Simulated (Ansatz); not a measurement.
Geometry optimisation, RHF/def2-SVP (Ansatz 0.2.0).

The input (input.yaml):

```yaml
crystal:
  periodic: [false, false, false]
  atoms:
    - { symbol: "N", position_ang: [0.9657, 0.4941, -2.1992] }
    - { symbol: Al, position_ang: [0.501, -0.1522, -0.4782] }
    - { symbol: C, position_ang: [0.239, -1.4189, 0.782] }
    - { symbol: C, position_ang: [-0.102, -0.1052, 1.2025] }
    - { symbol: S, position_ang: [-0.92, 0.8854, 2.4632] }
    - { symbol: H, position_ang: [1.1227, 1.5714, -2.0896] }
    - { symbol: H, position_ang: [0.0673, 0.4772, -2.771] }
    - { symbol: H, position_ang: [0.4282, -2.4523, 1.0372] }
    - { symbol: H, position_ang: [-2.2134, 0.6544, 2.036] }
basis:
  gaussian: { orbitals: def2-SVP }
hamiltonian:
  xc: hf
relax:
  f_tol: 0.015
  max_steps: 40
```

Run as:

```bash
$ ansatz run input.yaml --threads 1 --pin off --max-ram 2048MiB --backend cpu --events-out ev --progress --plain --runs-dir out
```

Task: Where does it end, and by what steps?

Result: The forces met the threshold. After 11 steps the energy has fallen by 1.917 eV; H7 moved furthest, 1.18 Å.

```json
{"step": "0", "energy less start (eV)": "0.0000", "largest force component (eV/Å)": "4.099", "accepted": "yes"}
{"step": "1", "energy less start (eV)": "-0.9607", "largest force component (eV/Å)": "1.924", "accepted": "yes"}
{"step": "2", "energy less start (eV)": "-1.3432", "largest force component (eV/Å)": "1.051", "accepted": "yes"}
{"step": "3", "energy less start (eV)": "-1.5076", "largest force component (eV/Å)": "0.918", "accepted": "yes"}
{"step": "4", "energy less start (eV)": "-1.6381", "largest force component (eV/Å)": "0.580", "accepted": "yes"}
{"step": "5", "energy less start (eV)": "-1.7198", "largest force component (eV/Å)": "0.908", "accepted": "yes"}
{"step": "6", "energy less start (eV)": "-1.8334", "largest force component (eV/Å)": "0.455", "accepted": "yes"}
{"step": "7", "energy less start (eV)": "-1.8377", "largest force component (eV/Å)": "0.696", "accepted": "yes"}
{"step": "8", "energy less start (eV)": "-1.9122", "largest force component (eV/Å)": "0.144", "accepted": "yes"}
{"step": "9", "energy less start (eV)": "-1.9134", "largest force component (eV/Å)": "0.422", "accepted": "yes"}
{"step": "10", "energy less start (eV)": "-1.9163", "largest force component (eV/Å)": "0.137", "accepted": "yes"}
{"step": "11", "energy less start (eV)": "-1.9171", "largest force component (eV/Å)": "0.003", "accepted": "yes"}
```

```xyz
9
Properties=species:S:1:pos:R:3
N 0.708 0.685 -2.150
Al 0.328 -0.093 -0.623
C 0.245 -1.371 0.700
C -0.397 -0.229 1.088
S -1.208 0.059 2.612
H 0.445 1.619 -2.401
H 1.220 0.262 -2.899
H 0.358 -2.287 1.272
H -1.611 1.309 2.383
```

Time of the run: 29 s on 1 thread of Arm Neoverse V1 (shared host), peak memory 0.18 GiB.
